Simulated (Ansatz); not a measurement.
An input meant for Ge₁₉PH₃₆ (charge 0, doublet; scaled by 1.25).

```yaml
crystal:
  periodic: [false, false, false]
  atoms:
    - {symbol: Ge, position_ang: [-3.689642, -3.681372, 0.293526]}
    - {symbol: Ge, position_ang: [-7.269484, 0.001436, 0.128525]}
    - {symbol: Ge, position_ang: [-3.682209, 3.619841, -0.257439]}
    - {symbol: Ge, position_ang: [0.153866, -7.020923, 0.086552]}
    - {symbol: Ge, position_ang: [3.622589, -3.275308, -0.193119]}
    - {symbol: Ge, position_ang: [3.596079, 3.294455, 0.154357]}
    - {symbol: Ge, position_ang: [0.141091, 7.055726, -0.096484]}
    - {symbol: Ge, position_ang: [7.566573, 0.029652, -0.017598]}
    - {symbol: Ge, position_ang: [-5.663203, -2.093792, -1.415909]}
    - {symbol: Ge, position_ang: [-1.952718, -5.461538, -1.485972]}
    - {symbol: P, position_ang: [-1.981597, -1.844312, 1.841608]}
    - {symbol: Ge, position_ang: [-2.170155, 1.646994, -2.048584]}
    - {symbol: Ge, position_ang: [-5.613108, 2.120589, 1.581188]}
    - {symbol: Ge, position_ang: [-1.915278, 5.427538, 1.469995]}
    - {symbol: Ge, position_ang: [1.723917, -1.082187, -1.176122]}
    - {symbol: Ge, position_ang: [2.180078, -5.294779, 1.590400]}
    - {symbol: Ge, position_ang: [5.873267, -2.034964, 1.469003]}
    - {symbol: Ge, position_ang: [2.249977, 5.420359, -1.586370]}
    - {symbol: Ge, position_ang: [5.917525, 2.148469, -1.478515]}
    - {symbol: Ge, position_ang: [1.604480, 1.100983, 0.956177]}
    - {symbol: H, position_ang: [-4.704493, -4.836208, 1.494805]}
    - {symbol: H, position_ang: [-8.395395, -0.925306, 1.418442]}
    - {symbol: H, position_ang: [-8.449669, 0.913023, -1.123019]}
    - {symbol: H, position_ang: [-4.775743, 4.753352, -1.415067]}
    - {symbol: H, position_ang: [-0.768351, -8.182777, 1.347655]}
    - {symbol: H, position_ang: [1.136902, -8.164441, -1.144447]}
    - {symbol: H, position_ang: [4.393449, -4.226493, -1.709867]}
    - {symbol: H, position_ang: [4.318635, 4.167749, 1.740886]}
    - {symbol: H, position_ang: [-0.816374, 8.189833, -1.356253]}
    - {symbol: H, position_ang: [1.059140, 8.228999, 1.157506]}
    - {symbol: H, position_ang: [8.702141, -0.895734, -1.298889]}
    - {symbol: H, position_ang: [8.730554, 0.918991, 1.263975]}
    - {symbol: H, position_ang: [-6.925109, -3.365394, -2.182907]}
    - {symbol: H, position_ang: [-4.713551, -1.258889, -2.889576]}
    - {symbol: H, position_ang: [-3.127119, -6.735887, -2.374780]}
    - {symbol: H, position_ang: [-1.107555, -4.389696, -2.866571]}
    - {symbol: H, position_ang: [-3.315070, -1.334359, 2.939829]}
    - {symbol: H, position_ang: [-1.427085, -3.136591, 2.969738]}
    - {symbol: H, position_ang: [-3.075924, 1.417258, -3.768790]}
    - {symbol: H, position_ang: [-0.342671, 2.223804, -2.436657]}
    - {symbol: H, position_ang: [-6.829425, 3.409618, 2.388560]}
    - {symbol: H, position_ang: [-4.609795, 1.293430, 3.025206]}
    - {symbol: H, position_ang: [-3.112983, 6.660123, 2.391637]}
    - {symbol: H, position_ang: [-1.030115, 4.364070, 2.833071]}
    - {symbol: H, position_ang: [-0.030613, -1.805948, -1.585974]}
    - {symbol: H, position_ang: [2.439200, -0.320874, -2.817277]}
    - {symbol: H, position_ang: [1.295976, -4.345300, 3.037942]}
    - {symbol: H, position_ang: [3.501509, -6.471603, 2.404319]}
    - {symbol: H, position_ang: [5.062237, -1.180023, 3.016107]}
    - {symbol: H, position_ang: [7.028150, -3.454293, 2.134349]}
    - {symbol: H, position_ang: [1.444461, 4.566727, -3.134455]}
    - {symbol: H, position_ang: [3.612280, 6.649675, -2.241677]}
    - {symbol: H, position_ang: [5.190249, 1.366485, -3.102575]}
    - {symbol: H, position_ang: [7.094491, 3.603402, -2.016264]}
    - {symbol: H, position_ang: [-0.172664, 1.863155, 1.115849]}
    - {symbol: H, position_ang: [2.087282, 0.361129, 2.687577]}
basis:
  gaussian: {orbitals: 6-31G, fitting: {mean_field: def2-universal-jkfit}}
magnetization: {spin_polarized: true, initial_magnetization: 2}
hamiltonian: {xc: {name: wB97X-V}}
scf: {omitted_lower_state_checks: [starts]}
output: {forces: true}
```

```sh
$ ansatz run in.yaml --threads 11 --pin off --events-out ev --progress --plain --max-ram 110592MiB --backend cuda --devices 0, --max-vram 75GiB
```

Shortened log:

```
Error: a molecule whose nuclei and cores have a total charge of 659 cannot have a net charge of 0 together with 2 unpaired electrons
```

What is wrong with this run?

The number of unpaired electrons doesn't fit the electron count. The input was rejected before any iteration.
